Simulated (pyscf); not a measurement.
H₃Si–SiH(SiH₃)–Si(SiH₃)(SiH₃)–GeH₂–GeH₃ (SMILES [SiH3][SiH]([SiH3])[Si]([SiH3])([SiH3])[GeH2][GeH3]), singlet

Gas-phase minimum from PySCF at ωB97X-D3(BJ)/def2-SVP, one conformer. 

```
Si
Si 1 2.3248
H 2 1.4932 1 110.72
H 2 1.4932 3 108.90 1 121.29
H 2 1.4934 3 108.84 4 118.46
Si 1 2.3255 2 108.47 3 -176.60
H 6 1.4962 1 109.81 2 -37.18
Si 1 2.3259 2 111.38 3 62.71
H 8 1.4929 1 110.21 2 61.05
H 8 1.4930 9 109.06 1 121.57
H 8 1.4932 9 108.72 10 118.47
Si 6 2.3304 7 110.06 1 -118.32
H 12 1.4923 6 108.84 7 -175.88
H 12 1.4927 13 108.73 6 -121.42
H 12 1.4928 13 108.67 14 -118.72
Si 6 2.3313 7 109.23 1 118.82
H 16 1.4912 6 109.54 7 -171.61
H 16 1.4928 17 108.87 6 122.06
H 16 1.4930 17 108.55 18 118.55
Ge 1 2.3637 2 109.22 3 -58.07
H 20 1.5392 1 109.46 2 -54.92
H 20 1.5399 21 107.89 13 171.36
Ge 20 2.4047 21 109.88 22 -118.68
H 23 1.5349 20 110.64 21 -51.04
H 23 1.5367 24 108.77 17 34.60
H 23 1.5375 24 108.73 25 118.27
```

Properties at ωB97X-D3(BJ)/def2-SVP:

- Harmonic wavenumbers, unscaled: 31, 41, 50, 60, 63, 70, 78, 80, 90, 94, 100, 114, 128, 131, 141, 162, 262, 296, 336, 380, 434, 437, 463, 465, 473, 478, 485, 512, 527, 536, 556, 565, 580, 599, 645, 667, 706, 713, 824, 876, 880, 885, 894, 906, 908, 918, 947, 950, 951, 952, 953, 955, 956, 957, 2160, 2165, 2180, 2185, 2194, 2215, 2238, 2241, 2242, 2246, 2246, 2248, 2249, 2250, 2252, 2252, 2255, 2264 cm⁻¹
- Zero-point energy: 96.3 kcal/mol
- Rotational symmetry number: 1
- Entropy of this conformer at 298 K and 1 atm, rigid rotor and harmonic oscillator, modes under 100 cm⁻¹ raised to 100: 615.5 J/(mol K)
- Dipole moment: 0.09 D

Single-point totals, which compare only within one level:

| level | total energy (hartree) |
|---|---|
| ωB97X-D3(BJ)/def2-TZVP | -5901.98264 |
| PBE/def2-TZVP | -5900.28186 |
| r²SCAN/def2-TZVP | -5901.66994 |
| B3LYP-D3(BJ)/def2-TZVP | -5902.14523 |
| PBE0-D3(BJ)/def2-TZVP | -5900.62201 |
| M06-2X/def2-TZVP | -5901.68600 |
| ωB97M-D3(BJ)/def2-TZVP | -5902.13376 |

The lowest mode is so soft that the shape along it may change with the basis. Soft torsions are taken as harmonic, which can shift the entropy by several J/(mol K). Elements up to Kr have no core potential and no relativistic terms here.
